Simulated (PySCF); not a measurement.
Excitations are Tamm–Dancoff values on a coarser integration grid. The basis has no diffuse functions, so Rydberg states are missing or too high.

Cartesian coordinates (Å):
```xyz
11

N     -0.2396     1.5080    -0.6060
Si     0.0128     0.0492     0.2295
N      1.4727    -0.6749    -0.2598
N     -1.2734    -1.0272    -0.0478
Br     0.1264     0.5266     2.4424
H     -1.0669     1.5996    -1.1716
H      0.0665     2.3894    -0.2300
H      1.9944    -1.2705     0.3617
H      2.0769    -0.1442    -0.8659
H     -2.1140    -0.9960     0.5045
H     -1.0558    -1.9600    -0.3571
```
Charge 0, spin multiplicity 1.

### Question
Give the S1–T1 gap (TDA), total energy, dipole moment, LUMO and T1 excitation (TDA) at the level M06-2X/def2-TZVP // PBE0-D3(BJ)/def2-TZVP (PySCF).

### Answer

```yaml
S1–T1 gap (TDA): 0.45 eV
total_energy: -82497.15 eV
dipole_moment: 1.61 D
LUMO: 1.29 eV
T1 excitation (TDA): 6.77 eV
```
